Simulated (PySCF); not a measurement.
CH4Cl2GaN, SMILES [Cl][Ga]([Cl])[NH]C.

Geometry optimised at B3LYP-D3(BJ)/def2-SVP. The structure was generated by enumeration; whether it is a known compound was not checked. The values are those of a single conformer.

Computed with PBE0/def2-TZVP (PySCF).

### Question
Estimate the frontier levels, gap, dipole moment and polarisability. (The exact figures need the calculation; the answer reports its results.)

### Answer

```json
{
  "highest_occupied_level": "-7.33 eV",
  "lowest_empty_level": "-1.14 eV",
  "orbital_gap": "6.20 eV",
  "dipole_moment": "2.77 D",
  "quadrupole, principal values (traceless, Buckingham form, about the centre of nuclear charge)": "-4.86, 1.40, 3.46 D·Å",
  "mean_static_polarisability": "70.3 bohr³ (10.42 Å³)",
  "polarisability_principal_values": "50.9, 74.0, 86.0 bohr³"
}
```
